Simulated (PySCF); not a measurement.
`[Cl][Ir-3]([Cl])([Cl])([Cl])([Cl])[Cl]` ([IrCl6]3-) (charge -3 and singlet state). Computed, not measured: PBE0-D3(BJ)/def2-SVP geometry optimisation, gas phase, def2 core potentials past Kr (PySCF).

```
atom  x, y, z in Å
Ir1    0.0133   -0.0148   -0.0096
Cl2   -0.0028   -0.0258    2.4227
Cl3    0.0270   -0.0034   -2.4418
Cl4    2.4456    0.0081    0.0030
Cl5   -2.4189   -0.0367   -0.0246
Cl6   -0.0079    2.4175    0.0009
Cl7    0.0355   -2.4470   -0.0193
```

What is the longest distance between nuclei?

Cl4···Cl5, Cl6···Cl7 and Cl2···Cl3, 4.865 Å.

Work out the bond lengths Ir1–Cl2, Ir1–Cl3, Ir1–Cl4, Ir1–Cl5, Ir1–Cl6, Ir1–Cl7 in Å.

For Ir1–Cl2 the difference vector is (-0.0161, -0.0110, 2.4323) Å, of length 2.4324 Å. Ir1–Cl2 2.432; Ir1–Cl3 2.432; Ir1–Cl4 2.432; Ir1–Cl5 2.432; Ir1–Cl6 2.432; Ir1–Cl7 2.432 Å.

Where is the centre of mass (commonest isotopes), and what is the radius of gyration?

Mass 402.776 u; centre at (0.013, -0.015, -0.010) Å; Rg = √(Σ m r²/M) = 1.756 Å. As Ia + Ib + Ic = 2 Σ m r², the three principal moments sum to 2482.7 u·Å².

What are the angles Cl3–Ir1–Cl7, Cl4–Ir1–Cl6, Cl2–Ir1–Cl4, Cl2–Ir1–Cl3?

From the scalar product of the two bond vectors; for Cl3–Ir1–Cl7 it is -0.0038 Å² over 2.4323 × 2.4323 Å², cos θ = -0.0006. Cl3–Ir1–Cl7 90.0°; Cl4–Ir1–Cl6 90.0°; Cl2–Ir1–Cl4 90.1°; Cl2–Ir1–Cl3 179.9°.

Write the matrix of distances between heavy atoms (Å, lower triangle).

```
Ir1   0.000
Cl2   2.432  0.000
Cl3   2.432  4.865  0.000
Cl4   2.432  3.442  3.439  0.000
Cl5   2.432  3.439  3.439  4.865  0.000
Cl6   2.432  3.440  3.439  3.439  3.440  0.000
Cl7   2.432  3.439  3.441  3.440  3.440  4.865  0.000
```

The point group is Oh within 0.08 Å; differences among equivalent distances and angles are scatter left by the optimiser. Not checked by PBE0-D3(BJ)/def2-SVP frequencies. Whether so highly charged an anion holds all its electrons in the gas phase wasn't checked; a finite basis holds them in any case. The ion is multiply charged and computed without counter-ions or solvent. The geometry's basis has no diffuse functions, a weakness for an anion.
